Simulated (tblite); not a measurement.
C₅H₆FN.
Numbering: `[CH3:1]/[C:2](=[CH:3]/[C:4]#[N:5])[CH2:6][F:7]` (hydrogens: H8, H9, H10 on C1; H11 on C3; H12, H13 on C6)

Structure used (GFN2-xTB), in Å, numbered top down from 1:
```xyz
13
C5H6FN angstrom
C     -1.5938    0.1030   -0.4878
C     -0.1644    0.0933   -0.0717
C      0.5994    1.1920   -0.0642
C      1.9508    1.1885    0.3223
N      3.0548    1.1970    0.6356
C      0.3883   -1.2296    0.3820
F     -0.2824   -2.2771   -0.1951
H     -1.9221    1.1020   -0.7607
H     -1.7322   -0.5662   -1.3372
H     -2.2188   -0.2755    0.3212
H      0.2025    2.1545   -0.3561
H      0.2663   -1.3421    1.4678
H      1.4473   -1.3393    0.1262
```

Calculated harmonic vibrations of the isolated species, GFN2-xTB (tblite), most abundant isotopes, no scaling. This tight-binding method is rough: wavenumbers can miss measured ones by several per cent, in bad cases by 10 to 20. One conformer, not necessarily the lowest.

Harmonic wavenumbers (cm⁻¹): 31.7, 121.3, 130.2, 159.3, 253.3, 358.6, 385.2, 469.9, 515.5, 602.3, 798.1, 838.8, 930.7, 1000.5, 1032.6, 1053.7, 1076.1, 1185.8, 1207.0, 1293.5, 1314.7, 1396.6, 1423.2, 1455.0, 1465.7, 1674.5, 2368.5, 2906.0, 2953.9, 3002.0, 3020.4, 3053.4, 3068.0.

A = 4732, B = 1681, C = 1272 MHz; mass 99.048 u (most abundant isotopes); point group C1, symmetry number 1.

Problem. Zero-point energy?

Solution. Half the sum of the wavenumbers: 21273 cm⁻¹ = 60.82 kcal/mol.

Problem. What is S at 500 K and 1 bar for an ideal gas of classical rigid rotors and harmonic oscillators?

Solution. Translation 42.28, rotation 29.40, vibration 34.34: S = 106.0 cal/(mol K).

Problem. And Cp and H(500 K) − H(0)?

Solution. Cp = 39.78 cal/(mol K), of which vibrations give 31.83 (their classical limit is 33 R = 65.6); H(500 K) − H(0) = 12.46 kcal/mol without the zero-point energy, 8.48 from vibrations.

Problem. How do the functions run with temperature in this model?

Solution. 
| T (K) | S (cal/(mol K)) | Cp (cal/(mol K)) | H − H(0) (kcal/mol) | G − H(0) (kcal/mol) | ln q(vib) |
| --- | --- | --- | --- | --- | --- |
| 100 | 65.7 | 15.7 | 1.18 | -5.39 | 1.51 |
| 200 | 78.6 | 22.1 | 3.07 | -12.65 | 3.41 |
| 300 | 88.7 | 28.3 | 5.60 | -21.03 | 5.24 |
| 800 | 127.4 | 51.2 | 26.25 | -75.68 | 13.65 |
| 1000 | 139.4 | 56.1 | 37.00 | -102.39 | 16.68 |

q(vib) and H(0) count from the zero-point level.

Problem. Which modes carry the vibrational entropy at 500 K?

Solution. 31.7 cm⁻¹: 6.75; 121.3 cm⁻¹: 4.09; 130.2 cm⁻¹: 3.95; 159.3 cm⁻¹: 3.55; 253.3 cm⁻¹: 2.66; 358.6 cm⁻¹: 2.01 cal/(mol K); the other 27 give 11.33 together.

Problem. What must be added to the electronic energy to get the Gibbs energy at 500 K and 1 bar?

Solution. ZPE + [H(500 K) − H(0)] − T·S = 60.82 + 12.46 − 53.01 = 20.27 kcal/mol.

Hindered rotation and anharmonicity are outside this model. Other conformers, if any are populated, would add a mixing term that is left out. The structure is chiral; the term R ln 2 for an equal mix with its mirror image is left out.
